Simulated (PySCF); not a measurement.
C₇H₇NO.
SMILES with atom numbers: `[CH2:1]=[C:2]1[CH:3]=[CH:4][C:5]([NH:6][CH:7]=[O:8])=[CH:9]1` (hydrogens: H10, H11 on C1; H12 on C3; H13 on C4; H14 on N6; H15 on C7; H16 on C9)

A PySCF run (density fitting, gas phase, GFN2-xTB geometry) gave HOMO -6.13 eV, LUMO -1.96 eV, dipole 3.38 D and E = -400.384 Eh.

**Question.** Which of these levels was it?
A. wB97X/def2-SVPD
B. PBE0/6-31G
C. PBE0/pcSseg-1

**Answer.** C. It is PBE0/pcSseg-1. All candidates on this geometry:

```
                 level and settings                    kind  basis functions  SCF cycles     E (Eh)  HOMO (eV)  LUMO (eV)  dipole (D)
  PBE0/pcSseg-1, level shift 0.2 Eh           global hybrid              188          13  -400.3839      -6.13      -1.96        3.38
     PBE0/6-31G, start guess huckel           global hybrid               95          16  -400.3110      -5.87      -1.65        3.53
wB97X/def2-SVPD, level shift 0.2 Eh  range-separated hybrid              239          15  -400.5150      -8.40       0.01        3.47
```

The nearest other candidate, by the summed differences of HOMO and LUMO, is PBE0/6-31G: its HOMO differs by +0.26 eV and its LUMO by +0.31 eV.

Conformer computed: `[CH2:1]=[C:2]1[CH:3]=[CH:4][C:5]([NH:6][CH:7]=[O:8])=[CH:9]1`: C4–C5–N6–C7 180°, C5–N6–C7–O8 0°.
